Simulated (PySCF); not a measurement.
A structure optimised at PBE-D3(BJ)/def2-SVP, used in a PySCF frequency run:

```
Hf
C 1 2.1926
H 2 1.1126 1 112.24
H 2 1.1132 3 107.63 1 121.99
H 2 1.1132 3 107.63 4 116.01
C 1 2.1926 2 102.27 3 -180.00
H 6 1.1126 1 112.24 2 180.00
H 6 1.1132 7 107.63 1 -121.99
H 6 1.1132 7 107.63 8 -116.01
Cl 1 2.3633 2 108.21 3 65.90
Cl 1 2.3633 2 108.21 3 -65.90
```

Problem. Write its SMILES, formula and point group.

Solution. [CH3][Hf]([CH3])([Cl])[Cl], C2H6Cl2Hf, C2v

Problem. What are its rotational constants (standard atomic weights)?

Solution. 2.0069, 1.2732, 1.1061 GHz
